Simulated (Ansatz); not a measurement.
`F[SiH2][S][AlH2]` and `FC[S][AlH2]` differ in one element.

Ansatz, PBE0-D4/def2-TZVP geometries, multiplicity 1. Each molecule was computed in one conformer, which needn't be the lowest.

```json
{"property": "HOMO–LUMO gap (PBE/def2-TZVPP) / eV", "`F[SiH2][S][AlH2]`": "4.62"}
{"property": "size of the dipole moment (ωB97M-V/def2-TZVPP) / D", "`F[SiH2][S][AlH2]`": "1.22"}
{"property": "HOMO–LUMO gap (B3LYP/def2-TZVPP) / eV", "`F[SiH2][S][AlH2]`": "6.08"}
{"property": "ideal-gas entropy at 298 K and 1 bar (rigid rotor, harmonic PBE0-D4/def2-TZVP) / J/(mol·K)", "`F[SiH2][S][AlH2]`": "349"}
{"property": "LUMO energy (PBE0/def2-TZVPP) / eV", "`F[SiH2][S][AlH2]`": "-1.68"}
{"property": "HOMO energy (B3LYP/def2-TZVPP) / eV", "`F[SiH2][S][AlH2]`": "-7.95"}
```

Problem. Give the same properties after the change, and the shifts. (Estimate.)

Solution. The calculation gave: 
```csv
property,`FC[S][AlH2]`,shift
HOMO–LUMO gap (PBE/def2-TZVPP) / eV,3.94,-0.68
size of the dipole moment (ωB97M-V/def2-TZVPP) / D,2.35,1.13
HOMO–LUMO gap (B3LYP/def2-TZVPP) / eV,5.62,-0.46
"ideal-gas entropy at 298 K and 1 bar (rigid rotor, harmonic PBE0-D4/def2-TZVP) / J/(mol·K)",319,-30
LUMO energy (PBE0/def2-TZVPP) / eV,-0.93,0.75
HOMO energy (B3LYP/def2-TZVPP) / eV,-6.76,1.19
```

With PBE0 the HOMO rises by 1.22 eV and the LUMO rises by 0.75 eV, so the gap narrows by about 0.47 eV. PBE moves the HOMO by 1.28 eV and ωB97M-V by 1.20 eV. Dipoles are sizes alone; their direction can turn. Modes under 60 cm⁻¹, often nearly free rotors, make the harmonic entropy too high.

B3LYP here is the variant with VWN-RPA as its local correlation; programs differ in this.
